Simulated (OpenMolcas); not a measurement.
## W4+: effect of the active space

| Item | Value |
| --- | --- |
| Program | OpenMolcas 26.06 |
| Method | SS-CASPT2 or its RAS form, IPEA 0.25 Eh, imaginary shift 0.1 Eh |
| Basis | ANO-R2 |
| Scalar Hamiltonian | X2C, finite nucleus |
| Spin-orbit coupling | RASSI with atomic mean-field integrals over the reference wave functions, term energies averaged over their components |

A. 2 electrons in 5 orbitals (5d); 2S+1 = 3 even, 10 roots; 2S+1 = 1 even, 15 roots; closed shells correlated: 5s 5p; CASPT2 step of the order of 5 core-seconds
B. 8 electrons in 8 orbitals (RAS1 5p, at most 2 holes; RAS2 5d); 2S+1 = 3 even, 10 roots; 2S+1 = 1 even, 15 roots; closed shells correlated: 5s; CASPT2 step roughly 11 core-seconds
C. 2 electrons in 10 orbitals (5d 6d); 2S+1 = 3 even, 10 roots; 2S+1 = 1 even, 15 roots; closed shells correlated: 5s 5p; CASPT2 step of the order of 60 core-seconds

Energies in cm-1 above 5d2 3F2, the measured ground level; measured values from the list in J. Phys. B 45, 065001 (2012).

```
         Level      A      B      C  Measured
       5d2 3F2    0.0    0.0    0.0       0.0
       5d2 3F3   6850   7360   6900          
       5d2 3F4  12430  13190  12510     11519
       5d2 3P0  13360  13480  13550     12839
5d2 1D2 [57 %]  14160  14600  14200     13742
       5d2 3P1  17340  17780  17430     16331
       5d2 1G4  23510  24190  23620     22346
5d2 3P2 [67 %]  23920  24820  23960     22615
       5d2 1S0  44290  44830  44350     43110
```

Deviations, from unrounded energies. A percentage is the sum of absolute deviations over the sum of measured energies, with the sign that they share, or ± where signs differ.

```csv
Against measurement,Levels,A,B,C
mean absolute deviation (cm-1),7,930,1500,1000
fine structure of the ground term (%),1,+7.9,+14.5,+8.6
other terms of the ground configuration (%),6,+4.3,+6.7,+4.7
```

A lies closest to measurement on these levels and B furthest from it. The largest miss of A in the table is 5d2 3P2 [67 %], by +1300 cm-1. The ranking rests on the paired levels alone, and a cruder setting can come out closer through cancelling errors.

Among A to C the level of the table that moves most is 5d2 3P2 [67 %], by 900 cm-1 (lowest in A, highest in B). Moves below CASPT2's spread within the term are not significant.

CASPT2 does not keep the components of a term degenerate, so their means are used; among the terms shown or strongly mixed into the levels shown the widest spread is 320 cm-1 (5d2 1G, C). Active for correlation alone: 5p; no level in the range computed is led by a configuration that opens it, so any true level of that kind is missing (holds for B). Active for correlation alone: 6d; no level in the range computed is led by a configuration that fills it, so any true level of that kind is missing (holds for C). Computed and measured levels are paired by configuration, term and J; levels that our copy of the source lacks, or whose pairing is in doubt (as where it misses far off the trend of its configuration), stay unpaired and out of the deviations. Only configurations of the active space appear.

A share in square brackets marks a mixed level and gives the weight of the term that names it, the lowest over the columns.
